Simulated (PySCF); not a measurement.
**Ionisation energy of Er(27+) by level of theory**

Er(27+) [Kr] 4d5 [4d3/2^4 4d5/2^1, M_J = 5/2] → Er(28+) [Kr] 4d4 [4d3/2^4, M_J = 0], as a difference of total energies. Calculation: PySCF 2.14, in an even-tempered Gaussian basis (17 s from 2.3 bohr⁻², ratio 2.8; 14 p from 2.9 bohr⁻², ratio 2.8; 9 d from 2.9 bohr⁻², ratio 2.8; 3 f from 12 bohr⁻², ratio 3); the two-component X2C-1e Hamiltonian. Correlated levels: [Ar] 3d10 frozen; the 92 highest virtual spinors dropped. "Screened" scales the spin-orbit matrix elements by Boettger's factors to mimic the two-electron term; Breit and QED terms are absent.

```json
{"method": "GHF (spin-free)", "ionisation energy (eV)": "998.96"}
{"method": "GMP2 (spin-free)", "ionisation energy (eV)": "999.01"}
{"method": "GHF (screened spin-orbit)", "ionisation energy (eV)": "988.57"}
{"method": "GMP2 (screened spin-orbit)", "ionisation energy (eV)": "988.25"}
```

Q: How much does correlation contribute at GMP2 (screened spin-orbit)?

A: 988.25 − (988.57) = -0.32 eV, measured against GHF (screened spin-orbit).

Breit and QED terms and the two-electron picture change are absent.

The spin-free rows relax to the high-spin LS determinant and lack the spin-orbit shift.

The labels give the starting determinants; with spin-orbit coupling the two ends relaxed to ⟨J²⟩ = 8.76, ⟨L²⟩ = 2.70, ⟨S²⟩ = 5.02 and ⟨J²⟩ = 0.00, ⟨L²⟩ = 2.46, ⟨S²⟩ = 2.46.

For comparison: 989 ± 4 eV (theoretical estimate listed by NIST; NIST Atomic Spectra Database, ionization energies).
